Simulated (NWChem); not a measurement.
System: CH3IMg; SMILES [Mg]([CH3])[I]

Input file for NWChem:

```
start job
memory heap 200 mb stack 900 mb global 1100 mb
geometry units angstroms noautoz
  Mg    -0.064657    -1.505537    -0.000010
  I      0.304884     1.043996     0.000055
  C     -0.362243    -3.565628    -0.000062
  H     -0.898217    -3.897104    -0.905140
  H     -0.956192    -3.888804     0.871202
  H      0.595481    -4.111525     0.033745
end
basis spherical
  Mg library def2-tzvpp
  I library def2-tzvpp
  C library def2-tzvpp
  H library def2-tzvpp
end
ecp
  I library def2-ecp
end
dft
  xc b3lyp
  iterations 150
  mulliken
end
task dft energy
```

All runs use the structure optimised with PBE0/def2-SVP. def2 effective core potentials on I; no spin-orbit coupling.

Problem. Give the results of this calculation. (B3LYP/def2-TZVPP with def2 effective core potentials on I.) Quantities: basis functions; energy (Ha); highest occupied level (eV); orbital gap (eV); dipole (D).

Solution. 
```yaml
number_of_basis_functions: 155
energy (Ha): -537.90
highest occupied level (eV): -7.13
orbital gap (eV): 5.67
dipole (D): 2.00
```
